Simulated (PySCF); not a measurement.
CH6OSn, SMILES [SnH2]([OH])[CH3].

Geometry optimised at r2SCAN-D4/def2-SVP. The def2 effective core potentials stand for the cores of Sn; spin–orbit coupling is left out. One conformer was computed; it need not be the lowest.

Level of theory: PySCF with r2SCAN-D4/def2-SVP.

Frequencies are harmonic and unscaled.

Computed normal modes with their intensities:
| mode | ν (cm⁻¹) | IR (km/mol) | moving atoms (share of kinetic energy) |
|---|---|---|---|
| 1 | 68 | 0.4 | H 95 % |
| 2 | 122 | 98.0 | H 94 % |
| 3 | 150 | 9.4 | O 44 %, C 26 %, H 19 %, Sn 12 % |
| 4 | 355 | 28.8 | H 93 % |
| 5 | 520 | 20.9 | C 67 %, H 22 %, Sn 10 % |
| 6 | 525 | 23.9 | H 92 % |
| 7 | 598 | 132.9 | O 58 %, H 29 %, Sn 12 % |
| 8 | 619 | 35.8 | H 67 %, O 29 % |
| 9 | 692 | 95.2 | H 99 % |
| 10 | 761 | 84.5 | H 83 %, C 15 % |
| 11 | 774 | 45.1 | H 83 %, C 16 % |
| 12 | 842 | 77.4 | H 92 % |
| 13 | 1198 | 2.4 | H 82 %, C 18 % |
| 14 | 1429 | 2.2 | H 95 % |
| 15 | 1431 | 3.0 | H 95 % |
| 16 | 1880 | 191.1 | H 99 % |
| 17 | 1936 | 166.7 | H 99 % |
| 18 | 3049 | 5.3 | H 97 % |
| 19 | 3167 | 2.5 | H 90 %, C 10 % |
| 20 | 3175 | 1.6 | H 90 %, C 10 % |
| 21 | 3844 | 47.8 | H 94 % |
